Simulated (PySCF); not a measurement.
# Dipole moment and polarisability of `C=CCN(C)[SiH2]P`

C4H12NPSi.
Geometry (GFN2-xTB, Å), atoms numbered from 1 in this order:
```xyz
19
C4H12NPSi angstrom
C     -1.3012    2.2307    0.2627
C     -1.4657    0.9627   -0.0619
C     -0.9178   -0.1813    0.7376
N     -0.0257   -1.0325   -0.0252
C     -0.6869   -1.9785   -0.8865
Si     1.5929   -0.5708   -0.3576
P      2.2363    0.6884    1.3766
H     -0.7741    2.5162    1.1590
H     -1.6916    3.0343   -0.3390
H     -1.9964    0.6889   -0.9644
H     -1.7423   -0.7994    1.1155
H     -0.3609    0.2109    1.5957
H     -1.4178   -2.5556   -0.3140
H      0.0528   -2.6605   -1.2971
H     -1.2044   -1.4974   -1.7229
H      2.3830   -1.8074   -0.3901
H      1.7948    0.1335   -1.6414
H      1.9588    1.8987    0.7700
H      3.5563    0.7283    0.9756
```

Level: CAM-B3LYP/def2-SVPD (PySCF), static field, nuclei fixed, core orbitals frozen in the response. The polarisability tensor in these axes (au):

```
x   109.33   2.12   6.19
y     2.12 115.78  12.32
z     6.19  12.32  99.71
```

What are the eigenvalues, a third of the trace, and Δα (Δα² = ½Σ(αi − αj)² over the three pairs)?

Principal values 91.86, 108.87 and 124.09 au; mean 108.27 au = 16.04 Å³ = 17.85 × 10⁻⁴⁰ C²·m²/J; Δα = 27.93 au (26 % of the mean).

What is the dipole moment, and where does it point?

(-0.86, -0.11, -0.86) D, 1.22 D in size, pointing from the negative to the positive side. Measured along this direction, the outermost atoms are H19 at the negative end and H15 at the positive end.

How large is μ²/3kT at 273 K beside α?

In Gaussian units μ²/3kT = 13.19 Å³ against 16.04 Å³, a ratio of 0.82; the Debye molar polarisation (4π/3)N_A(α + μ²/3kT) is 73.8 cm³/mol, leaving out the vibrational part.

What molar refraction does this α imply?

Lorentz–Lorenz: R = (4π/3)N_A α = 2.5225 cm³/(mol·Å³) × 16.04 Å³ = 40.5 cm³/mol, in the limit of long wavelengths.

Find the Langevin capture rate constant for H3+ (3.023 u) meeting this molecule (133.048 u), k = 2.342 × 10⁻⁹ cm³/s × √(α in Å³ / reduced mass in u).

The reduced mass is 2.96 u, so k = 5.46 × 10⁻⁹ cm³/s. The formula leaves out the permanent dipole, which adds to the capture rate.

One conformer (not necessarily the lowest) at the GFN2-xTB geometry, without solvent, vibrations or thermal averaging.
